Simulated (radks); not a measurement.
The numbers below are computed, except where a source is named.
Task: Coherent X-ray form factor from a spherical all-electron density. Code: a radial shooting solver on a logarithmic mesh with Libxc functionals. Model: Dirac Kohn-Sham, exchange-only PBE, spin-unpolarised, spherical densities, finite nucleus; Fermi nuclear charge, rms radius of each element as measured or else 0.836 A^(1/3) + 0.57 fm.

sin(theta)/lambda (1/angstrom),f0 (electrons)
0.05,67.473
0.1,65.955
0.15,63.620
0.2,60.709
0.25,57.472
0.3,54.131
0.4,47.731
0.5,42.149
0.6,37.428
0.8,29.976
1,24.507
1.25,19.885
1.5,17.009
2,13.473

The species is in the configuration that NIST lists as its ground one. Which atom or ion scatters so?

Result: The hafnium ion Hf4+, [Xe] 4f14. Extrapolating in s^2 from the first two rows gives f0(0) = 68.0, near the electron count 68; among species with that count, the fall with angle is slower the higher Z, and the table is that of Z = 72; from so few rows the species is fixed only to a neighbour or two.
